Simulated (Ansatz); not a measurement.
Consider the redistribution: `O[SiH2]C[Si](O)(Cl)Cl` + `O[SiH]1C=N1` → `O[SiH2]C[SiH](O)Cl` + `O[SiH]1N=C1Cl`.

Calculated with Ansatz (gas phase, PBE0-D4/def2-TZVP geometries, no zero-point term in ΔE). CCSD(T)/CBS is the MP2 limit (def2-TZVPP, def2-QZVPP) plus CCSD(T) − MP2 in def2-TZVPP, frozen cores. DFT in def2-TZVPP. One conformer a species, not always the lowest.

CCSD(T)/CBS gives +1.38 eV.

(1) Another level gave +1.46 eV. Which?
A. r2SCAN/def2-TZVPP
B. PBE/def2-TZVPP
C. CCSD(T)/def2-TZVPP
D. HF/def2-TZVPP

Largest T1 diagnostic among the species: 0.014.

Results:

(1) D. HF/def2-TZVPP 1.46, r2SCAN 1.29, CCSD(T)/def2-TZVPP 1.35, PBE 1.18 eV.

The D4 term adds +0.03 eV with B3LYP and +0.02 eV with PBE0; it sums over pairs of atoms, weighted by their polarisabilities, and B3LYP, whose exchange is more repulsive, gets the larger term. From PBE to PBE0 (25 % exact exchange), in def2-TZVPP and without D4, ΔE moves by +0.11 eV.

B3LYP here is the variant with VWN-RPA as its local correlation; programs differ in this.
